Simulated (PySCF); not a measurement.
A structure optimised at PBE-D3(BJ)/def2-SVP, used in a PySCF frequency run:

```
C
C 1 1.3492
H 1 1.1070 2 118.21
H 2 1.1070 1 118.22 3 179.67
C 2 1.4986 4 116.46 1 -179.95
H 5 1.1085 2 111.77 4 179.75
H 5 1.1119 6 107.96 2 122.97
H 5 1.1120 6 107.88 7 114.20
C 1 1.5002 3 116.10 2 177.77
H 9 1.1109 1 111.32 3 167.46
H 9 1.1123 10 107.11 1 121.96
Si 9 1.9078 10 107.86 11 115.16
H 12 1.5044 9 110.04 10 58.32
H 12 1.5060 13 108.59 9 -120.50
H 12 1.5075 13 108.90 14 -117.92
```
Charge 0, spin multiplicity 1.

Write its SMILES and formula.

C/C=C/C[SiH3], C4H10Si

What are its rotational constants (standard atomic weights)?

11.198, 1.4768, 1.4101 GHz
